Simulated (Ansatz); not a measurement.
Total energies of the cluster Be₃O₃ (the lowest singlet isomer of a short search) from Ansatz at PBE0-D4/def2-TZVPD, gas phase (1 Eh = 27.2114 eV = 2625.5 kJ/mol). The reference geometry is relaxed at r2SCAN-D4/def2-SVP.

```xyz
6

Be   -1.149    0.221   -0.543
Be    0.120    0.018    1.284
Be    1.028   -0.239   -0.741
O     1.428   -0.275    0.675
O    -0.149   -0.023   -1.596
O    -1.279    0.297    0.921
```

```csv
state,geometry,energy (Eh)
charge 0 singlet,reference,-270.01109
charge -1 doublet,reference,-270.02331
free Be atom (singlet),–,-14.63549
free O atom (triplet),–,-75.01925
```

**Question.** Work out the vertical electron affinity, to the doublet.

**Answer.** E(charge 0 singlet) − E(charge -1 doublet) = -270.01109 − (-270.02331) = 0.01222 Eh = 0.33 eV.

**Question.** What is the binding energy per atom against free atoms?

**Answer.** Atoms: 3 × (-14.63549) + 3 × (-75.01925) = -268.96422 Eh. Binding: -268.96422 − (-270.01109) = 1.04687 Eh = 28.49 eV, or 4.75 eV for each of 6 atoms (no zero-point energy, no counterpoise term).

At PBE0-D4/def2-TZVPD the highest occupied level of the charge -1 doublet lies above zero (up to 0.93 eV). By energy differences its removal costs 0.33 eV (vertical, to the charge 0 singlet, at PBE0-D4/def2-TZVPD); a positive level beside a positive removal energy at the same level points to self-interaction error. 

The structure comes from a short search, and lower isomers may exist.
